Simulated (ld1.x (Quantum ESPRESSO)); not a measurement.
Which change was made? (F, RRKJ)

```
Element                 : fluorine (F)
Generator               : ld1.x (Quantum ESPRESSO) 7.5
Type                    : norm-conserving RRKJ (Kleinman–Bylander form)
Functional              : PBEsol
Relativity              : scalar-relativistic
Frozen core             : [He]
Valence charge          : 7
Reference configuration : 2s2 2p3 (charge +2)
Partial waves           : 2s (bound): rc 0.55 bohr; 2p (bound): rc 1.00 bohr
Local potential         : the p channel
Core correction         : Bessel-smoothed model core inside 0.50 bohr
```

Cutoffs, loose and tight: the cutoffs (Ry, on a coarse ladder) from which the occupation-weighted sum of valence levels, in a spherical-Bessel basis at the reference potential, stays within 10 and 1 mRy of its value at 400 Ry. They do not see the model core or the augmentation charge, which bear on the density cutoff. Test errors are all-electron minus pseudo excitation energies from the reference, over the configurations 2s2 2p5; 2s2 2p4; 2s2 2p2; 2s2 2p4.5; 2s2 2p1; 2s1 2p5; 2s1 2p6; variants that change the core or the reference have their own tests.

The base gives: outcome: generated; cutoff, loose: 230 Ry; cutoff, tight: 300 Ry; bound ghosts: none; largest test error (meV): +244.

**Question.** After one change the result is: outcome: generated; cutoff, loose: 230 Ry; cutoff, tight: 300 Ry; bound ghosts: none; largest test error (meV): +515. Which change was it?
A. wave 2s (bound): rc 0.55 bohr becomes 2s (bound): rc 0.70 bohr
B. wave 2p (bound): rc 1.00 bohr becomes 2p (bound): rc 1.34 bohr
C. local potential the s channel
D. reference 2s1.5 2p5.5

**Answer.** D. The others give: wave 2s (bound): rc 0.55 bohr becomes 2s (bound): rc 0.70 bohr → outcome: generated; cutoff, loose: 160 Ry; cutoff, tight: 230 Ry; bound ghosts: none; largest test error (meV): +194 | wave 2p (bound): rc 1.00 bohr becomes 2p (bound): rc 1.34 bohr → outcome: generated; cutoff, loose: 230 Ry; cutoff, tight: 300 Ry; bound ghosts: none; largest test error (meV): +828 | local potential the s channel → outcome: generated; cutoff, loose: 230 Ry; cutoff, tight: over 300 Ry; bound ghosts: none; largest test error (meV): +355.
